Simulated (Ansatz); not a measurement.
Total energies of Si39H44, a nanocrystal cut from hexagonal silicon from Ansatz at LC-ωPBE/def2-SVP, gas phase (1 Eh = 27.2114 eV = 2625.5 kJ/mol). The reference geometry is relaxed at PBE-D4/def2-SVP.

```json
{"state": "charge 0 singlet", "geometry": "reference", "energy (Eh)": "-11310.05677"}
{"state": "charge 1 doublet", "geometry": "reference", "energy (Eh)": "-11309.75290"}
{"state": "charge -1 doublet", "geometry": "reference", "energy (Eh)": "-11310.07739"}
{"state": "free Si atom (triplet)", "geometry": "–", "energy (Eh)": "-289.17143"}
{"state": "free H atom (doublet)", "geometry": "–", "energy (Eh)": "-0.50526"}
```

LC-ωPBE has ω = 0.4 bohr⁻¹. Single mean-field runs in def2-SVP are fitted with def2-universal-jkfit.

Question: Work out the vertical ionisation energy to the doublet.

Answer: E(charge 1 doublet) − E(charge 0 singlet) = -11309.75290 − (-11310.05677) = 0.30387 Eh = 8.27 eV. For comparison, −ε of the highest occupied level is 8.80 eV at this level, 0.53 eV more.

Question: Work out the vertical electron affinity, to the doublet.

Answer: E(charge 0 singlet) − E(charge -1 doublet) = -11310.05677 − (-11310.07739) = 0.02062 Eh = 0.56 eV. The basis lacks diffuse functions, which makes affinities too small.

Question: Give the fundamental gap IE − EA, the Mulliken electronegativity (IE + EA)/2 and the hardness (IE − EA)/2.

Answer: From the values in Eh: IE − EA = 0.30387 − 0.02062 = 0.28325 Eh = 7.71 eV; (IE + EA)/2 = 4.41 eV; (IE − EA)/2 = 3.85 eV. The HOMO–LUMO gap of the same run is 8.74 eV, 1.03 eV larger than the fundamental gap.

Question: What is the binding energy per atom against free atoms?

Answer: Atoms: 39 × (-289.17143) + 44 × (-0.50526) = -11299.91721 Eh. Binding: -11299.91721 − (-11310.05677) = 10.13956 Eh = 275.91 eV, or 3.32 eV for each of 83 atoms (no zero-point energy, no counterpoise term).
